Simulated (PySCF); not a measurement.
TDDFT excited states: C4H9FOSi2

Species: C4H9FOSi2.
SMILES: `C[C@H]1OC([SiH3])=C1[SiH2]F`

Level of theory: TDDFT wB97X-D/def2-SVPD, vertical, gas phase, core orbitals frozen in the response in PySCF. One conformer (not necessarily the lowest) at the GFN2-xTB geometry, without solvent, vibrations or thermal averaging. Torsions of this conformer, `[CH3:1][C@H:2]1[O:3][C:4]([SiH3:5])=[C:6]1[SiH2:7][F:8]`: C4–C6–Si7–F8 -4°.

Q: List the vertical singlet excitations with oscillator strengths and describe the spectrum.

A: 

| state | E (eV) | λ (nm) | ν̃ (cm⁻¹) | f | main configurations (H = HOMO, L = LUMO) |
| --- | --- | --- | --- | --- | --- |
| S1 | 5.60 | 221.3 | 45190 | 0.243 | H→L (95%) |
| S2 | 5.94 | 208.7 | 47930 | 0.023 | H→L+1 (94%) |
| S3 | 6.68 | 185.7 | 53860 | 0.0018 | H-1→L (93%) |
| S4 | 6.79 | 182.5 | 54790 | 0.012 | H→L+2 (74%), H→L+4 (10%) |
| S5 | 6.87 | 180.5 | 55400 | 0.0034 | H→L+4 (54%), H→L+5 (23%), H→L+2 (10%) |
| S6 | 7.01 | 176.9 | 56530 | 0.0001 | H-2→L (92%) |
| S7 | 7.65 | 162.0 | 61720 | 0.0034 | H→L+3 (30%), H→L+5 (27%), H→L+6 (23%) |
| S8 | 7.85 | 157.9 | 63340 | 0.029 | H→L+7 (39%), H→L+3 (29%) |

Triplets (Tamm–Dancoff): T1 3.57 eV, H→L (92%); T2 5.82 eV, H→L+1 (91%); T3 6.27 eV, H-1→L (85%), H-2→L (9%).

The lowest singlet lies at 5.60 eV (221 nm, ultraviolet) and is strong; its leading configuration is HOMO→LUMO (95%). The lowest level is also the most intense of those listed (f = 0.243). Löwdin shares by element: HOMO carbon 55% or more, oxygen 26%, silicon 6% or more; LUMO carbon 52% or more, silicon 20% (atoms not listed hold the other 28%). Orbital energies (eV): HOMO-3 -11.33, HOMO-2 -11.24, HOMO-1 -10.79, HOMO -8.78, LUMO 0.94, LUMO+1 1.52, LUMO+2 2.06. The listed states span 2.25 eV, and the widest gap between neighbours is 0.74 eV (S2 to S3). Of the 8 states listed, 4 reach f = 0.01 and 1 stays under 0.0005. The window holds the lowest 8 singlets.
